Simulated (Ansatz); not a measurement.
Reaction (redistribution): `[SiH]Br` + `NBCl` → `Cl[Si]Br` + `BN`

Program: Ansatz. Geometries: PBE0-D4/def2-TZVP. ΔE: electronic, gas phase. CCSD(T)/CBS is the MP2 limit (def2-TZVPP, def2-QZVPP) plus CCSD(T) − MP2 in def2-TZVPP, frozen cores. This one scheme is used for every species. Functionals use def2-TZVPP. B3LYP here is the variant with VWN-RPA as its local correlation; programs differ in this. For Br outer-core shells are correlated without core-valence functions, which leaves a few kJ/mol of doubt a bond. Scalar relativity is left out up to krypton. Each species was taken in one conformer, which may not be the lowest.

CCSD(T)/CBS gives -13.1 kcal/mol.

Question: Another level gave -11.3 kcal/mol. Which?
A. PBE0-D4/def2-TZVPP
B. B97M-V/def2-TZVPP
C. B3LYP-D4/def2-TZVPP
D. CCSD/def2-TZVPP

Answer: D. CCSD/def2-TZVPP -11.3, PBE0-D4 -13.2, B3LYP-D4 -14.3, B97M-V -12.2 kcal/mol.

Largest T1 diagnostic among the species: 0.012.

Leaving LDA and LC-ωPBE aside and taking each functional with its dispersion term where it has one, the values, not all of them listed here, spread over 2.9 kcal/mol, from BLYP-D4 to B97M-V. From r2SCAN to r2SCAN0 (25 % exact exchange), in def2-TZVPP and without D4, ΔE moves by +0.7 kcal/mol.
